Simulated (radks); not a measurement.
Task: All-electron atom: As13+ in [Ar] 3d2. Method: scalar-relativistic Kohn-Sham, PBE, spin-unpolarised, spherical densities, point nucleus; computed with a radial shooting solver on a logarithmic mesh with Libxc functionals. Some entries of the table are withheld. Estimate them.

orbital,occ.,eigenvalue (hartree),<r^2> (bohr^2),<r> (bohr)
1s,2,-445.5952,0.002788,(1)
2s,2,-69.72361,0.04809,0.2020
2p,6,-63.01836,0.03813,0.1766
3s,2,-19.94476,(2),(3)
3p,6,-17.81178,0.3405,(4)
3d,2,-14.48759,0.3065,0.5104

Result: 
(1) 1s <r> (bohr): 0.04551
(2) 3s <r^2> (bohr^2): 0.3385
(3) 3s <r> (bohr): 0.5450
(4) 3p <r> (bohr): 0.5429
